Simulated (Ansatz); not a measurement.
F3Zr, doublet, geometry from GFN2-xTB (such geometries of metal compounds can be far from the true shape) (the multiplicity is a formal guess) (core potentials on Zr); Ansatz (a program for electronic structure) with PBE0/def2-SVP.

The Ansatz input:
Ansatz 0.2 input:
```yaml
crystal:
  periodic: [false, false, false]
  atoms:
    - {symbol: Zr, position_ang: [-0.00000000, -0.00000000, -0.00000000]}
    - {symbol: F, position_ang: [1.82193465, -0.22698784, -0.16419215]}
    - {symbol: F, position_ang: [-0.84799322, -0.45823038, 1.57126091]}
    - {symbol: F, position_ang: [-0.97394143, 0.68521822, -1.40706876]}
basis:
  gaussian:
    orbitals: def2-SVP
hamiltonian:
  xc: pbe0
magnetization: {spin_polarized: true, initial_magnetization: 1}
```

Q: Predict the main parts of the log of this Ansatz run.

A: 
```
Functional definition: PBE0
708 factors; integrals over basis functions are off by at most 8.1e-4 eV
mean field evaluation 1: about -9416.8441 eV, gradient 4.0e1 eV
mean field evaluation 2: about -9396.4428 eV, gradient 9.0e1 eV
mean field evaluation 4: about -9422.1027 eV, gradient 1.4e0 eV
mean field evaluation 8: about -9422.1877 eV, gradient 2.1e-2 eV
mean field evaluation 16: about -9422.1877 eV, gradient 3.0e-5 eV
mean field -9422.18770171 eV, -346.2590114497 hartree, gradient 3.0e-5 eV, S^2 0.751453; 0 other end points of the search recorded, 0 dependent functions left out
reference -9422.18775384 eV, -346.2590133655 hartree; 20, 19 occupied and 53, 54 virtual orbitals, 708 factors
Total energy: -9422.18775384 eV, -346.2590133655 hartree
```
